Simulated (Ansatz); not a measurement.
Ansatz (a program for electronic structure) input (HF/6-31G*):

Ansatz 0.2 input:
```yaml
crystal:
  periodic: [false, false, false]
  atoms:
    - {symbol: C, position_ang: [1.17922864, 0.00125903, -0.47264377]}
    - {symbol: C, position_ang: [0.18005078, -0.08124931, 0.39006190]}
    - {symbol: O, position_ang: [-1.17158105, 0.08382270, -0.01326287]}
    - {symbol: H, position_ang: [2.12238973, -0.16236516, 0.08370675]}
    - {symbol: H, position_ang: [0.16281574, -0.26903845, 1.46267676]}
    - {symbol: H, position_ang: [-1.06823359, 0.24076368, -0.94478935]}
basis:
  gaussian:
    orbitals: 6-31G*
hamiltonian:
  xc: {name: HF}
total_charge: -1
phonons: {temperatures: {t_min: 298.15, t_max: 298.15, t_step: 100}}
```

Output:

```
Functional definition: HF
integrals: 0.01 GiB planned
566 factors; integrals over basis functions are off by at most 4.5e-4 eV
mean field: 0.08 GiB planned
mean field evaluation 1: about -4138.9398 eV, gradient 3.0e1 eV
mean field evaluation 2: about -4138.9404 eV, gradient 3.0e1 eV
mean field evaluation 4: about -4141.6436 eV, gradient 3.1e0 eV
mean field evaluation 8: about -4141.7113 eV, gradient 2.2e-1 eV
mean field -4141.71173680 eV, -152.2050989743 hartree, gradient 2.4e-5 eV, S^2 0.000000; 0 other end points of the search recorded, 0 dependent functions left out
the calculation of the forces begins
reference -4141.71173680 eV, -152.2050989743 hartree; 12, 12 occupied and 39, 39 virtual orbitals, 566 factors
these checks for a lower state are left out or cut short: stability, starts, cluster_reference, orbital_swaps, neighbouring_geometries, increment
integrals: 0.01 GiB planned
566 factors; integrals over basis functions are off by at most 4.5e-4 eV
mean field: 0.08 GiB planned
mean field evaluation 16: about -4141.7116 eV, gradient 3.3e-2 eV
mean field -4141.71160659 eV, -152.2050941893 hartree, gradient 1.1e-6 eV, S^2 0.000000; 0 other end points of the search recorded, 0 dependent functions left out
the calculation of the forces begins
reference -4141.71160659 eV, -152.2050941893 hartree; 12, 12 occupied and 39, 39 virtual orbitals, 566 factors
these checks for a lower state are left out or cut short: stability, starts, cluster_reference, orbital_swaps, neighbouring_geometries, increment
integrals: 0.01 GiB planned
566 factors; integrals over basis functions are off by at most 4.5e-4 eV
mean field: 0.08 GiB planned
mean field -4141.71160625 eV, -152.2050941766 hartree, gradient 1.1e-6 eV, S^2 0.000000; 0 other end points of the search recorded, 0 dependent functions left out
the calculation of the forces begins
reference -4141.71160625 eV, -152.2050941766 hartree; 12, 12 occupied and 39, 39 virtual orbitals, 566 factors
these checks for a lower state are left out or cut short: stability, starts, cluster_reference, orbital_swaps, neighbouring_geometries, increment
integrals: 0.01 GiB planned
566 factors; integrals over basis functions are off by at most 4.5e-4 eV
mean field: 0.08 GiB planned
mean field evaluation 32: about -4141.7116 eV, gradient 3.3e-2 eV
mean field -4141.71162795 eV, -152.2050949741 hartree, gradient 1.1e-6 eV, S^2 0.000000; 0 other end points of the search recorded, 0 dependent functions left out
the calculation of the forces begins
reference -4141.71162795 eV, -152.2050949741 hartree; 12, 12 occupied and 39, 39 virtual orbitals, 566 factors
these checks for a lower state are left out or cut short: stability, starts, cluster_reference, orbital_swaps, neighbouring_geometries, increment
integrals: 0.01 GiB planned
566 factors; integrals over basis functions are off by at most 4.5e-4 eV
mean field: 0.08 GiB planned
mean field -4141.71163061 eV, -152.2050950719 hartree, gradient 1.1e-6 eV, S^2 0.000000; 0 other end points of the search recorded, 0 dependent functions left out
the calculation of the forces begins
reference -4141.71163061 eV, -152.2050950719 hartree; 12, 12 occupied and 39, 39 virtual orbitals, 566 factors
these checks for a lower state are left out or cut short: stability, starts, cluster_reference, orbital_swaps, neighbouring_geometries, increment
integrals: 0.01 GiB planned
566 factors; integrals over basis functions are off by at most 4.5e-4 eV
mean field: 0.08 GiB planned
mean field -4141.71149655 eV, -152.2050901453 hartree, gradient 1.1e-6 eV, S^2 0.000000; 0 other end points of the search recorded, 0 dependent functions left out
the calculation of the forces begins
reference -4141.71149655 eV, -152.2050901453 hartree; 12, 12 occupied and 39, 39 virtual orbitals, 566 factors
these checks for a lower state are left out or cut short: stability, starts, cluster_reference, orbital_swaps, neighbouring_geometries, increment
integrals: 0.01 GiB planned
566 factors; integrals over basis functions are off by at most 4.5e-4 eV
mean field: 0.08 GiB planned
mean field -4141.71149660 eV, -152.2050901473 hartree, gradient 1.1e-6 eV, S^2 0.000000; 0 other end points of the search recorded, 0 dependent functions left out
the calculation of the forces begins
reference -4141.71149660 eV, -152.2050901473 hartree; 12, 12 occupied and 39, 39 virtual orbitals, 566 factors
these checks for a lower state are left out or cut short: stability, starts, cluster_reference, orbital_swaps, neighbouring_geometries, increment
integrals: 0.01 GiB planned
566 factors; integrals over basis functions are off by at most 4.5e-4 eV
mean field: 0.08 GiB planned
mean field evaluation 64: about -4141.7116 eV, gradient 5.0e-5 eV
[...]
566 factors; integrals over basis functions are off by at most 4.5e-4 eV
mean field: 0.08 GiB planned
mean field -4141.71167519 eV, -152.2050967101 hartree, gradient 1.1e-6 eV, S^2 0.000000; 0 other end points of the search recorded, 0 dependent functions left out
the calculation of the forces begins
reference -4141.71167519 eV, -152.2050967101 hartree; 12, 12 occupied and 39, 39 virtual orbitals, 566 factors
these checks for a lower state are left out or cut short: stability, starts, cluster_reference, orbital_swaps, neighbouring_geometries, increment
integrals: 0.01 GiB planned
566 factors; integrals over basis functions are off by at most 4.5e-4 eV
mean field: 0.08 GiB planned
mean field -4141.71170549 eV, -152.2050978236 hartree, gradient 1.2e-6 eV, S^2 0.000000; 0 other end points of the search recorded, 0 dependent functions left out
the calculation of the forces begins
reference -4141.71170549 eV, -152.2050978236 hartree; 12, 12 occupied and 39, 39 virtual orbitals, 566 factors
these checks for a lower state are left out or cut short: stability, starts, cluster_reference, orbital_swaps, neighbouring_geometries, increment
integrals: 0.01 GiB planned
566 factors; integrals over basis functions are off by at most 4.5e-4 eV
mean field: 0.08 GiB planned
mean field -4141.71170611 eV, -152.2050978466 hartree, gradient 2.4e-6 eV, S^2 0.000000; 0 other end points of the search recorded, 0 dependent functions left out
the calculation of the forces begins
reference -4141.71170611 eV, -152.2050978466 hartree; 12, 12 occupied and 39, 39 virtual orbitals, 566 factors
these checks for a lower state are left out or cut short: stability, starts, cluster_reference, orbital_swaps, neighbouring_geometries, increment
integrals: 0.01 GiB planned
566 factors; integrals over basis functions are off by at most 4.5e-4 eV
mean field: 0.08 GiB planned
mean field -4141.71169416 eV, -152.2050974072 hartree, gradient 1.2e-6 eV, S^2 0.000000; 0 other end points of the search recorded, 0 dependent functions left out
the calculation of the forces begins
reference -4141.71169416 eV, -152.2050974072 hartree; 12, 12 occupied and 39, 39 virtual orbitals, 566 factors
these checks for a lower state are left out or cut short: stability, starts, cluster_reference, orbital_swaps, neighbouring_geometries, increment
integrals: 0.01 GiB planned
566 factors; integrals over basis functions are off by at most 4.5e-4 eV
mean field: 0.08 GiB planned
mean field evaluation 128: about -4141.7117 eV, gradient 2.8e-6 eV
mean field -4141.71169369 eV, -152.2050973901 hartree, gradient 2.8e-6 eV, S^2 0.000000; 0 other end points of the search recorded, 0 dependent functions left out
the calculation of the forces begins
reference -4141.71169369 eV, -152.2050973901 hartree; 12, 12 occupied and 39, 39 virtual orbitals, 566 factors
these checks for a lower state are left out or cut short: stability, starts, cluster_reference, orbital_swaps, neighbouring_geometries, increment
integrals: 0.01 GiB planned
566 factors; integrals over basis functions are off by at most 4.5e-4 eV
mean field: 0.08 GiB planned
mean field -4141.71162918 eV, -152.2050950194 hartree, gradient 9.5e-7 eV, S^2 0.000000; 0 other end points of the search recorded, 0 dependent functions left out
the calculation of the forces begins
reference -4141.71162918 eV, -152.2050950194 hartree; 12, 12 occupied and 39, 39 virtual orbitals, 566 factors
these checks for a lower state are left out or cut short: stability, starts, cluster_reference, orbital_swaps, neighbouring_geometries, increment
integrals: 0.01 GiB planned
566 factors; integrals over basis functions are off by at most 4.5e-4 eV
mean field: 0.08 GiB planned
mean field -4141.71162771 eV, -152.2050949652 hartree, gradient 2.8e-6 eV, S^2 0.000000; 0 other end points of the search recorded, 0 dependent functions left out
the calculation of the forces begins
reference -4141.71162771 eV, -152.2050949652 hartree; 12, 12 occupied and 39, 39 virtual orbitals, 566 factors
these checks for a lower state are left out or cut short: stability, starts, cluster_reference, orbital_swaps, neighbouring_geometries, increment
integrals: 0.01 GiB planned
566 factors; integrals over basis functions are off by at most 4.5e-4 eV
mean field: 0.08 GiB planned
mean field -4141.71171983 eV, -152.2050983507 hartree, gradient 2.1e-6 eV, S^2 0.000000; 0 other end points of the search recorded, 0 dependent functions left out
the calculation of the forces begins
reference -4141.71171983 eV, -152.2050983507 hartree; 12, 12 occupied and 39, 39 virtual orbitals, 566 factors
these checks for a lower state are left out or cut short: stability, starts, cluster_reference, orbital_swaps, neighbouring_geometries, increment
integrals: 0.01 GiB planned
566 factors; integrals over basis functions are off by at most 4.5e-4 eV
mean field: 0.08 GiB planned
mean field -4141.71172484 eV, -152.2050985349 hartree, gradient 2.5e-6 eV, S^2 0.000000; 0 other end points of the search recorded, 0 dependent functions left out
the calculation of the forces begins
reference -4141.71172484 eV, -152.2050985349 hartree; 12, 12 occupied and 39, 39 virtual orbitals, 566 factors
these checks for a lower state are left out or cut short: stability, starts, cluster_reference, orbital_swaps, neighbouring_geometries, increment
integrals: 0.01 GiB planned
566 factors; integrals over basis functions are off by at most 4.5e-4 eV
mean field: 0.08 GiB planned
mean field evaluation 160: about -4141.7116 eV, gradient 5.0e-5 eV
mean field -4141.71156255 eV, -152.2050925708 hartree, gradient 1.1e-6 eV, S^2 0.000000; 0 other end points of the search recorded, 0 dependent functions left out
the calculation of the forces begins
reference -4141.71156255 eV, -152.2050925708 hartree; 12, 12 occupied and 39, 39 virtual orbitals, 566 factors
these checks for a lower state are left out or cut short: stability, starts, cluster_reference, orbital_swaps, neighbouring_geometries, increment
integrals: 0.01 GiB planned
566 factors; integrals over basis functions are off by at most 4.5e-4 eV
mean field: 0.08 GiB planned
mean field -4141.71155371 eV, -152.2050922459 hartree, gradient 1.1e-6 eV, S^2 0.000000; 0 other end points of the search recorded, 0 dependent functions left out
the calculation of the forces begins
reference -4141.71155371 eV, -152.2050922459 hartree; 12, 12 occupied and 39, 39 virtual orbitals, 566 factors
these checks for a lower state are left out or cut short: stability, starts, cluster_reference, orbital_swaps, neighbouring_geometries, increment
integrals: 0.01 GiB planned
566 factors; integrals over basis functions are off by at most 4.5e-4 eV
mean field: 0.08 GiB planned
mean field -4141.71172480 eV, -152.2050985333 hartree, gradient 1.5e-6 eV, S^2 0.000000; 0 other end points of the search recorded, 0 dependent functions left out
the calculation of the forces begins
reference -4141.71172480 eV, -152.2050985333 hartree; 12, 12 occupied and 39, 39 virtual orbitals, 566 factors
these checks for a lower state are left out or cut short: stability, starts, cluster_reference, orbital_swaps, neighbouring_geometries, increment
integrals: 0.01 GiB planned
566 factors; integrals over basis functions are off by at most 4.5e-4 eV
mean field: 0.08 GiB planned
mean field -4141.71172635 eV, -152.2050985905 hartree, gradient 1.7e-6 eV, S^2 0.000000; 0 other end points of the search recorded, 0 dependent functions left out
the calculation of the forces begins
reference -4141.71172635 eV, -152.2050985905 hartree; 12, 12 occupied and 39, 39 virtual orbitals, 566 factors
Total energy: -4141.71173680 eV, -152.2050989743 hartree
Atom 0 at     1.179229     0.001259    -0.472644 Å, force    -0.000768     0.000056    -0.000017 eV/Å
Atom 1 at     0.180051    -0.081249     0.390062 Å, force     0.002865    -0.000229     0.000166 eV/Å
Atom 2 at    -1.171581     0.083823    -0.013263 Å, force    -0.000377    -0.000246     0.001543 eV/Å
Atom 3 at     2.122390    -0.162365     0.083707 Å, force     0.000117    -0.000031     0.000128 eV/Å
Atom 4 at     0.162816    -0.269038     1.462677 Å, force    -0.001417     0.000184    -0.000487 eV/Å
Atom 5 at    -1.068234     0.240764    -0.944789 Å, force    -0.000420     0.000264    -0.001334 eV/Å
Dipole moment:    -0.482959    -0.017049     0.287412 e Å
Vibrations: 553.94 565.64 791.57 977.03 1062.91 1177.15 1371.23 1479.02 1725.74 2971.63 3178.81 4051.94 cm⁻¹, zero-point energy 1.234053 eV
```

The blocks after the first are displaced geometries, from whose forces the wavenumbers follow.

The dipole moment of an ion depends on the origin.
